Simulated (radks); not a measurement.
Species: Pb V. Configuration: [Kr] 4d10 4f14 5s1.5 5p6 5d10 6s0.5 (fractional occupations, a model configuration). Method: Dirac Kohn-Sham, LDA (Slater exchange, Perdew-Zunger correlation), spin-unpolarised, spherical densities, point nucleus; computed with a radial shooting solver on a logarithmic mesh with Libxc functionals.

Normalised radial functions P(r) = r R(r) (large component), r in bohr:

r	4f7/2	5p1/2	5d5/2
0.0007083	0.0000	0.0088	0.0000
0.0009523	0.0000	0.0117	0.0000
0.00128	0.0000	0.0157	0.0000
0.001708	0.0000	0.0212	0.0000
0.002296	0.0000	0.0291	0.0001
0.003062	0.0000	0.0403	0.0002
0.004117	0.0000	0.0566	0.0004
0.005535	0.0000	0.0800	0.0009
0.007383	0.0000	0.1118	0.0020
0.009926	0.0001	0.1557	0.0044
0.01324	0.0004	0.2094	0.0095
0.0178	0.0013	0.2708	0.0201
0.02393	0.0037	0.3232	0.0408
0.03192	0.0100	0.3363	0.0771
0.04291	0.0266	0.2679	0.1379
0.05723	0.0647	0.0874	0.2205
0.07695	0.1498	-0.1947	0.3099
0.1035	0.3157	-0.4397	0.3495
0.138	0.5834	-0.4228	0.2620
0.1855	0.9560	-0.0168	-0.0018
0.2474	1.3189	0.5222	-0.3382
0.3327	1.5208	0.6583	-0.5137
0.4473	1.4205	0.0637	-0.2907
0.5965	1.0682	-0.8022	0.2518
0.802	0.6186	-1.2451	0.8013
1.07	0.2725	-1.0148	1.0071
1.438	0.0824	-0.5053	0.8374
1.934	0.0160	-0.1524	0.4893
2.579	0.0018	-0.0267	0.1993
3.467	0.0001	-0.0021	0.0483
4.625	0.0000	-0.0001	0.0065
6.218	0.0000	0.0000	0.0003

4f7/2: eigenvalue -176.90 eV, 0 radial nodes, <r> = 0.456 bohr, 90 % of the charge inside 0.724 bohr. 5p1/2: eigenvalue -147.41 eV, 3 radial nodes at r = 0.0632, 0.187, 0.457 bohr, <r> = 0.906 bohr, 90 % of the charge inside 1.30 bohr. 5d5/2: eigenvalue -63.233 eV, 2 radial nodes at r = 0.185, 0.528 bohr, <r> = 1.26 bohr, 90 % of the charge inside 1.88 bohr.
